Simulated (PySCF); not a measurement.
Isomers of C2H5N3Si.

All values: PBE0/pcSseg-1 (PySCF) at GFN2-xTB geometries, gas phase, one conformer each.

(1) Rank by HOMO energy, lowest first.
A. `[SiH3]c1cnn[nH]1`
B. `[SiH3]C1=NN=CN1`
C. `[SiH3]n1nccn1`

Results:

(1) C (-7.91 eV), A (-7.73 eV), B (-7.34 eV).

All values together:

| SMILES | μ (D) | HOMO (eV) | LUMO (eV) | lowest IAO charge (e) | highest IAO charge (e) | lowest Hirshfeld charge (e) | highest Hirshfeld charge (e) |
| --- | --- | --- | --- | --- | --- | --- | --- |
| [SiH3]n1nccn1 | 0.29 | -7.91 | -0.32 | -0.228 (N) | +0.775 (Si) | -0.135 (N) | +0.389 (Si) |
| [SiH3]c1nnc[nH]1 | 5.29 | -7.34 | -0.25 | -0.248 (N) | +0.620 (Si) | -0.160 (N) | +0.328 (Si) |
| [SiH3]c1cnn[nH]1 | 4.29 | -7.73 | -0.54 | -0.263 (C) | +0.614 (Si) | -0.139 (N) | +0.326 (Si) |
| [SiH3]n1ccnn1 | 4.34 | -7.63 | -0.31 | -0.254 (N) | +0.761 (Si) | -0.136 (N) | +0.394 (Si) |
